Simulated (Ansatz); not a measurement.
Mulliken charges of CHAlSSe (`[Se]=[C]1[AlH][S]1`) from ωB97M-V/def2-TZVPP in Ansatz (PBE0-D4/def2-TZVP geometry).

```
atom   x (Å)   y (Å)   z (Å)  charge (e)
 Se1  -2.569  -0.216  -0.094      -0.085
  C2  -0.820  -0.206  -0.018      -0.192
 Al3   0.952   0.469  -0.035       0.347
  S4   0.320  -1.575   0.227      -0.052
  H5   2.167   1.455  -0.122      -0.019
```

**Question.** By hand: the dipole of these point charges (1 e Å = 4.8032 D).

**Answer.** Σ q r = (0.648, 0.275, -0.010) e Å, of length 0.704 e Å = 3.38 D.

**Question.** How does the dipole of the full density compare? (An estimate is asked.)

**Answer.** Ansatz gave: (0.806, 0.384, -0.019) e Å, 4.29 D; the point charges give 0.79 times that, at 3° from its direction.

Point charges leave out the atoms' own dipoles, such as those of lone pairs, and Mulliken's split depends on the basis, so the two needn't agree.
